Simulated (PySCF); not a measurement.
Species: CH5ClOSi.
Bonds: C1–O2, O2–Si3, Si3–Cl4. Hydrogens: H5, H6, H7 on C1; H8, H9 on Si3.

Method: MP2 and CCSD/aug-cc-pVDZ in PySCF, restricted Hartree–Fock reference, frozen core, non-relativistic, gas phase, PBE0-D3(BJ)/def2-SVP geometry.

E(HF) = -864.17031 Eh.

(1) How large is the problem?

(2) What are the MP2 and CCSD correlation energies?

(3) What is the T1 diagnostic?

(4) How does correlation change the dipole moment?

## Answers

(1) 145 basis functions and 50 electrons; 12 orbitals frozen, which leaves o = 13 correlated occupied and v = 120 virtual orbitals. That is o·v = 1560 singles and o·v(o·v + 1)/2 = 1217580 distinct closed-shell doubles amplitudes before symmetry; the costliest CCSD step grows as o²v⁴ = 3.5 × 10^10.

(2) MP2 -0.5963 Eh and CCSD -0.6428 Eh, which gives totals of -864.76662 and -864.81308 Eh. That is 0.673 eV for each correlated electron at CCSD (1688 kJ/mol in all, 0.074 % of the total energy); MP2 gives 92.8 % of the CCSD value.

(3) 0.0112, below the customary warning level of 0.02. It is the norm of the spatial-orbital singles amplitudes over the root of the number of correlated electrons, so the norm is 0.057.

(4) HF gives 2.70 D and CCSD (unrelaxed density) 2.43 D, a change of -0.27 D.

No triples correction and no basis-set extrapolation were made.

The job also held the EOM ionisation roots. The run took 2.8 min of wall time on one thread, Arm Neoverse V1 (aarch64), shared host, and the process peaked at 2.5 GiB of memory.

The values belong to the conformer `[CH3:1][O:2][SiH2:3][Cl:4]`: C1–O2–Si3–Cl4 177°.
